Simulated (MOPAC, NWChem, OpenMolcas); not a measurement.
## InH2I (SMILES [H][In]([H])[I]): methods side by side

InH2I has 4 atoms, charge 0, and is taken as a singlet. SMILES: `[H][In]([H])[I]`. Geometry: a GFN2-xTB relaxation, a rough one for these elements and not checked as a minimum.

Quantity: the dipole moment, in D. The values are calculated.

```csv
level,kind,program,value (D),CPU time
AM1,semi-empirical,MOPAC,1.11,under 2 s
PM3,semi-empirical,MOPAC,1.52,under 2 s
PM6,semi-empirical,MOPAC,3.85,under 2 s
PM7,semi-empirical,MOPAC,4.57,under 2 s
HF/STO-3G,Hartree–Fock,NWChem,2.65,7.9 s
HF/def2-SVP (core potential),Hartree–Fock,NWChem,2.07,7.9 s
HF/3-21G,Hartree–Fock,OpenMolcas,2.72,5.1 s
HF/def2-SVPD (core potential),Hartree–Fock,OpenMolcas,1.94,8.8 s
SVWN5/3-21G,LDA,NWChem,1.79,9 s
PBE0/def2-SVP (core potential),global hybrid,OpenMolcas,1.78,12 s
```

All-electron rows without a relativistic Hamiltonian named are non-relativistic, while core potentials hold scalar relativity, so basis and relativity change together. The values span 1.11 to 4.57 D. Sets without polarisation functions give poor dipoles. CPU times are rough (shared hosts, several kinds of processor): they show what a rung costs within a factor of a few.
